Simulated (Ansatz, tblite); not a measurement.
Removing and adding an electron: `FC(F)(F)c1sc(-c2sc(-c3sc(-c4sc(C(F)(F)F)c5c4OCCO5)c4c3OCCO4)c3c2OCCO3)c2c1OCCO2`. Total charge 0; singlet. Geometry: r2SCAN-D4/def2-SVP. Ansatz, gas phase; energy differences of separate SCF runs; the oxidised species was run as a doublet alone; the reduced species was run as a doublet alone.

Cartesian coordinates in Å:
```
F -4.680 -7.226 2.189
C -4.046 -6.435 3.077
F -3.723 -7.222 4.120
F -4.937 -5.526 3.514
C -2.856 -5.769 2.490
S -2.740 -4.046 2.355
C -1.175 -4.140 1.586
C -0.479 -2.957 1.161
S -1.324 -1.602 0.451
C 0.146 -0.677 0.251
C 0.125 0.651 -0.294
S -1.152 1.779 0.096
C -0.470 3.035 -0.910
C -1.115 4.311 -1.063
S -2.851 4.446 -1.191
C -2.774 6.169 -1.360
C -3.995 7.006 -1.465
F -4.107 7.879 -0.444
F -5.103 6.242 -1.463
F -4.011 7.741 -2.593
C -1.469 6.619 -1.332
C -0.524 5.564 -1.157
O 0.806 5.794 -1.042
C 1.166 7.078 -1.543
C 0.237 8.144 -1.001
O -1.106 7.917 -1.434
C 0.709 2.591 -1.494
C 1.044 1.249 -1.146
O 2.115 0.608 -1.671
C 3.046 1.511 -2.257
C 2.329 2.510 -3.142
O 1.441 3.320 -2.374
C 1.237 -1.413 0.697
C 0.883 -2.696 1.208
O 1.792 -3.535 1.760
C 3.128 -3.179 1.420
C 3.343 -1.691 1.607
O 2.510 -0.944 0.724
C -0.776 -5.465 1.463
C -1.728 -6.389 1.990
O -1.546 -7.727 1.959
C -0.200 -8.087 1.645
C 0.322 -7.248 0.496
O 0.368 -5.870 0.857
H 1.130 7.068 -2.649
H 2.200 7.263 -1.220
H 0.518 9.140 -1.370
H 0.270 8.148 0.105
H 3.602 2.042 -1.461
H 3.750 0.902 -2.842
H 1.761 1.976 -3.927
H 3.042 3.196 -3.621
H 3.786 -3.758 2.083
H 3.333 -3.462 0.370
H 3.125 -1.409 2.655
H 4.381 -1.411 1.372
H 0.437 -7.944 2.538
H -0.216 -9.153 1.382
H -0.326 -7.381 -0.392
H 1.349 -7.540 0.235
```

The xTB rows come from tblite. Single mean-field runs in def2-SVP are fitted with def2-universal-jkfit.

| level | −HOMO (eV) | vertical IE (eV) | −LUMO (eV) | vertical EA (eV) | HOMO–LUMO gap (eV) | IE − EA (eV) | remarks |
| --- | --- | --- | --- | --- | --- | --- | --- |
| GFN1-xTB | 10.42 | 12.07 | 8.44 | 6.84 | 1.98 | 5.23 | – |
| GFN2-xTB | 9.95 | 11.57 | 8.06 | 6.51 | 1.89 | 5.06 | – |
| PBE-D4/def2-SVP | 4.29 | 5.89 | 2.22 | 0.75 | 2.07 | 5.14 | HOMO above zero (-1 doublet) |
| PBE0-D4/def2-SVP | 5.27 | 6.34 | 1.76 | 0.77 | 3.51 | 5.57 | HOMO above zero (-1 doublet) |

   A HOMO above zero means that the electron is unbound at that level or that self-interaction error raises the level; the energy of removing that electron tells which. Raw xTB energy differences between charge states are shifted by several eV; the methods need an empirical correction for them. Sets without diffuse functions give affinities that are too small.
